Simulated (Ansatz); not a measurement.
`S[SiH2]BCl` + silanol → `[SiH3]OBCl` + `[SiH3]S` at 298.15 K and 1 bar (cleavage of the B–Si bond).

Computed with Ansatz on PBE0-D4/def2-TZVP structures; ΔE is electronic, products minus reactants. CCSD(T)/CBS adds triple-zeta CCSD(T) − MP2 to the extrapolated MP2 energy (def2 sets, frozen cores). This one scheme is used for every species. Each species was taken in one conformer, which may not be the lowest.

```json
{"species": "`S[SiH2]BCl`", "CCSD(T)/CBS energy (Eh)": "-1173.87376", "H − E (kJ/mol)": "126.1", "S (J/(mol·K))": "349.6"}
{"species": "`O[SiH3]`", "CCSD(T)/CBS energy (Eh)": "-366.69042", "H − E (kJ/mol)": "113.6", "S (J/(mol·K))": "257.8"}
{"species": "`[SiH3]OBCl`", "CCSD(T)/CBS energy (Eh)": "-851.35221", "H − E (kJ/mol)": "134.0", "S (J/(mol·K))": "324.4"}
{"species": "`[SiH3]S`", "CCSD(T)/CBS energy (Eh)": "-689.27336", "H − E (kJ/mol)": "102.7", "S (J/(mol·K))": "272.7"}
```

H − E and S are ideal-gas, rigid-rotor, harmonic terms from PBE0-D4/def2-TZVP, for one conformer and one mirror image of each species. 1 Eh = 2625.50 kJ/mol, R = 8.31446 J/(mol·K).

By hand: ΔE, ΔH, ΔS and ΔG.

ΔE = (-851.35221) + (-689.27336) − (-1173.87376) − (-366.69042) = -0.06139 Eh = -161.2 kJ/mol. Δ(H − E) = 134.0 + 102.7 − 126.1 − 113.6 = -3.0, so ΔH = -164.2 kJ/mol. ΔS = 324.4 + 272.7 − 349.6 − 257.8 = -10.3 J/(mol·K). ΔG = -164.2 − 298.15 × (-10.3)/1000 = -161.1 kJ/mol.

By hand: the equilibrium constant, and the temperature at which ΔG would vanish if ΔH and ΔS stayed fixed.

log₁₀ K = −ΔG/(RT ln 10) = 28.2. ΔG = 0 at ΔH/ΔS = 15942 K, far beyond where these terms or the molecules hold.

The number of gas molecules stays the same, so ΔS is small and ΔH decides. A doubt of 5 kJ/mol in ΔE shifts log₁₀ K by 0.9 here. Other conformers and mirror images would add mixing entropy, several J/(mol·K) or more a flexible species. Modes under 60 cm⁻¹, often nearly free rotors, make the harmonic entropy too high. These are equilibria of isolated gas molecules and say nothing of rates. Largest T1 diagnostic: 0.013 (customary marks: 0.02 for closed shells, 0.045 for open ones).
